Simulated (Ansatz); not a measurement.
Geometry optimisation of the cluster Cu2F2.

```yaml
crystal:
  periodic: [false, false, false]
  atoms:
    - {symbol: Cu, position_ang: [1.162190, 0.153550, 0.564360]}
    - {symbol: Cu, position_ang: [-1.165020, -0.154860, -0.564330]}
    - {symbol: F, position_ang: [-0.306910, 1.428270, 0.256340]}
    - {symbol: F, position_ang: [0.309740, -1.426960, -0.256370]}
basis:
  gaussian: {orbitals: def2-SVP}
hamiltonian: {xc: pbe, dispersion: d4}
scf: {omitted_lower_state_checks: [starts]}
output: {orbitals: {seedname: orbitals}}
relax: {f_tol: 0.02, max_steps: 100}
```

```sh
$ ansatz run in.yaml --threads 4 --pin off --events-out ev --progress --plain --max-ram 3916MiB
```

Shortened log:

```
Functional definition: PBE
mean field -94680.53099964 eV, -3479.4453374680 hartree, gradient 1.4e-5 eV, S^2 0.000000; 0 other end points of the search recorded, 0 dependent functions left out
relax step   1: F+E_penalty+E_count = -94680.61710565 eV  Δ(F+E_penalty+E_count) = +0.000e0 eV  max|allowed force component| = 7.159e-1 eV/Å  Δτ_max = 0.0000 Å  (28 SCF iters, accepted)
mean field -94680.62196418 eV, -3479.4486803532 hartree, gradient 1.9e-5 eV, S^2 0.000000; 0 other end points of the search recorded, 0 dependent functions left out
relax step   2: F+E_penalty+E_count = -94680.70785820 eV  Δ(F+E_penalty+E_count) = -9.075e-2 eV  max|allowed force component| = 5.554e-1 eV/Å  Δτ_max = 0.0587 Å  (31 SCF iters, accepted)
mean field -94680.69224333 eV, -3479.4512630640 hartree, gradient 6.2e-6 eV, S^2 0.000000; 0 other end points of the search recorded, 0 dependent functions left out
relax step   3: F+E_penalty+E_count = -94680.77780067 eV  Δ(F+E_penalty+E_count) = -6.994e-2 eV  max|allowed force component| = 2.624e-1 eV/Å  Δτ_max = 0.0761 Å  (38 SCF iters, accepted)
mean field -94680.69685473 eV, -3479.4514325298 hartree, gradient 6.0e-6 eV, S^2 0.000000; 0 other end points of the search recorded, 0 dependent functions left out
relax step   4: F+E_penalty+E_count = -94680.78233776 eV  Δ(F+E_penalty+E_count) = -4.537e-3 eV  max|allowed force component| = 1.770e-1 eV/Å  Δτ_max = 0.0397 Å  (32 SCF iters, accepted)
mean field -94680.69906472 eV, -3479.4515137456 hartree, gradient 7.9e-6 eV, S^2 0.000000; 0 other end points of the search recorded, 0 dependent functions left out
relax step   5: F+E_penalty+E_count = -94680.78454660 eV  Δ(F+E_penalty+E_count) = -2.209e-3 eV  max|allowed force component| = 2.816e-3 eV/Å  Δτ_max = 0.0118 Å  (32 SCF iters, accepted)
mean field -94680.69906472 eV, -3479.4515137456 hartree, gradient 1.0e-5 eV, S^2 0.000000; 0 other end points of the search recorded, 0 dependent functions left out
Total energy: -94680.78460348 eV, -3479.4546572372 hartree
Atom 0 at     1.025749     0.133649     0.496986 Å, force     0.000466     0.002013     0.000534 eV/Å
Atom 1 at    -1.025795    -0.133740    -0.496750 Å, force    -0.000746    -0.001223    -0.000904 eV/Å
Atom 2 at    -0.335218     1.542481     0.275904 Å, force     0.000638     0.002025     0.001077 eV/Å
Atom 3 at     0.335264    -1.542389    -0.276141 Å, force    -0.000357    -0.002816    -0.000707 eV/Å
Dipole moment:     0.000015    -0.000074     0.000199 e Å
Checks for a lower state left out: starts
```

Run time 5 s (4 threads of Arm Neoverse V2 on a shared host).

No other spin state of charge 0 was run. Another isomer (singlet) lies 0.23 eV lower at PBE-D4/def2-TZVP; other spin states weren't run for this one.
